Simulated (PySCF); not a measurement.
## Energy of Pd²⁺ (palladium, charge +2) between two integer charges

The 4d beta orbital of [Kr] 4d8 is emptied in steps (occupation f), with all orbitals relaxed, ending at [Kr] 4d7. All numbers are calculated (PySCF 2.14, a scalar-relativistic core potential, in aug-cc-pVDZ-PP with ECP28MDF (5s5p4d2f, 54 functions)). The exact energy is a straight line in f; departures are measured from the line between the end points of the same method.

```
  f  PBE0 (eV)  r2SCAN (eV)  LC-wPBE (eV)
  1      0.000        0.000         0.000
0.9     -0.419       -0.565        -0.159
0.7     -0.982       -1.317        -0.374
0.5     -1.172       -1.567        -0.448
0.3     -0.986       -1.313        -0.377
0.1     -0.423       -0.561        -0.162
  0      0.000        0.000         0.000
```

**Question.** For LC-wPBE, how does the orbital energy at f = 1 compare with the removal energy?

**Answer.** −ε = 31.371 eV against a total-energy difference of 33.134 eV. By Janak's theorem ε = ∂E/∂f, so the gap between them reflects the curvature. Along the path −ε is 31.713 (f = 0.9), 32.411 (f = 0.7), 33.124 (f = 0.5), 33.847 (f = 0.3), 34.574 (f = 0.1) eV.

| method | E(f=0) − E(f=1) (eV) | −ε at f=1 (eV) | −ε at f=0.5 (eV) |
| --- | --- | --- | --- |
| PBE0 | 33.181 | 28.528 | 33.168 |
| r2SCAN | 33.110 | 26.838 | 33.121 |
| LC-wPBE | 33.134 | 31.371 | 33.124 |

Reference removal energy between the ground levels: 32.93 eV (semi-empirical (NIST evaluation); NIST Atomic Spectra Database, ionization energies). The calculation has no spin-orbit coupling. The determinant left behind need not be the lowest term of the ion.
